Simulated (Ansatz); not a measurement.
Relaxation of F4H3HfP (9 atoms, charge 0, multiplicity 1), to a largest force component of 0.03 eV/Å in at most 50 steps.

Level of theory: RKS r2SCAN-D4/def2-SVP in Ansatz.

```xyz
9
Properties=species:S:1:pos:R:3
Hf -0.539 -0.190 -0.331
F -0.032 1.227 2.457
F 0.995 -1.058 0.392
F -0.472 1.677 -0.713
F -1.050 -1.095 -1.922
P -2.467 -0.503 1.356
H -3.512 -0.498 0.382
H -2.318 -1.924 1.394
H -0.894 1.051 2.757
```

Problem. Where does it end, and by what steps?

Solution. The run converged. After 10 steps the energy has fallen by 0.332 eV; F2 moved furthest, 0.53 Å. Joined: Hf1–F2.

```
step  energy less start (eV)  largest force component (eV/Å)  accepted
   0                  0.0000                           0.366       yes
   1                 -0.0931                           0.491       yes
   2                 -0.2176                           0.869       yes
   3                 -0.3021                           0.420       yes
   4                 -0.3183                           0.262       yes
   5                 -0.3143                           0.586        no
   6                 -0.3224                           0.184       yes
   7                 -0.3280                           0.063       yes
   8                 -0.3307                           0.047       yes
   9                 -0.3314                           0.101       yes
  10                 -0.3318                           0.028       yes
```

```xyz
9
Properties=species:S:1:pos:R:3
Hf -0.430 -0.044 -0.105
F -0.159 1.051 1.973
F 1.174 -0.916 0.456
F -0.415 1.760 -0.730
F -0.916 -1.014 -1.670
P -2.502 -0.569 1.491
H -3.568 -0.324 0.579
H -2.494 -1.991 1.405
H -0.979 0.734 2.372
```

Run time: 44 s on 4 threads of AMD EPYC 7R43 64-Core Processor (Zen 3), with other jobs on the host, peak memory 0.23 GiB.
